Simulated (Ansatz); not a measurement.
A single B atom.

r²SCAN (restricted open-shell) on doublet B was run in several spherical basis sets with Ansatz (development build ahead of 0.2.0).

Rank the basis sets by the total energy that they give, lowest first, with the distance from the lowest.
A. pcseg-2
B. def2-SVP
C. cc-pVDZ

A (0.00 eV), C (0.03 eV), B (0.77 eV).

Totals follow the description of the cores as much as that of the bonds, so this order isn't one of quality for chemistry.
